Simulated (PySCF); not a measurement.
**Energy of Co²⁺ (cobalt, charge +2) between two integer charges**

The 3d beta orbital of [Ar] 3d7 is emptied in steps (occupation f), with all orbitals relaxed, ending at [Ar] 3d6. Computed with PySCF 2.14 in def2-TZVPPD (6s6p4d2f1g, 67 functions), with the non-relativistic Hamiltonian (point nucleus). The exact energy is a straight line in f; departures are measured from the line between the end points of the same method.

```json
{"f": "1", "UHF (eV)": "0.000", "LDA (eV)": "0.000", "PBE (eV)": "0.000"}
{"f": "0.8", "UHF (eV)": "0.492", "LDA (eV)": "-1.372", "PBE (eV)": "-1.335"}
{"f": "0.6", "UHF (eV)": "0.709", "LDA (eV)": "-2.078", "PBE (eV)": "-2.018"}
{"f": "0.4", "UHF (eV)": "0.682", "LDA (eV)": "-2.097", "PBE (eV)": "-2.032"}
{"f": "0.2", "UHF (eV)": "0.438", "LDA (eV)": "-1.411", "PBE (eV)": "-1.362"}
{"f": "0", "UHF (eV)": "0.000", "LDA (eV)": "0.000", "PBE (eV)": "0.000"}
```

For UHF, how does the orbital energy at f = 1 compare with the removal energy?

−ε = 34.648 eV against a total-energy difference of 31.440 eV. By Janak's theorem ε = ∂E/∂f, so the gap between them reflects the curvature. Along the path −ε is 33.184 (f = 0.8), 31.890 (f = 0.6), 30.741 (f = 0.4), 29.716 (f = 0.2) eV.

| method | E(f=0) − E(f=1) (eV) | −ε at f=1 (eV) | −ε at f=0.4 (eV) |
| --- | --- | --- | --- |
| UHF | 31.440 | 34.648 | 30.741 |
| LDA | 34.586 | 26.099 | 36.239 |
| PBE | 34.341 | 26.064 | 35.971 |

Reference removal energy between the ground levels: 33.5 ± 0.06 eV (semi-empirical (NIST evaluation); NIST Atomic Spectra Database, ionization energies). The calculation has no spin-orbit coupling. The determinant left behind need not be the lowest term of the ion. UHF lacks correlation.
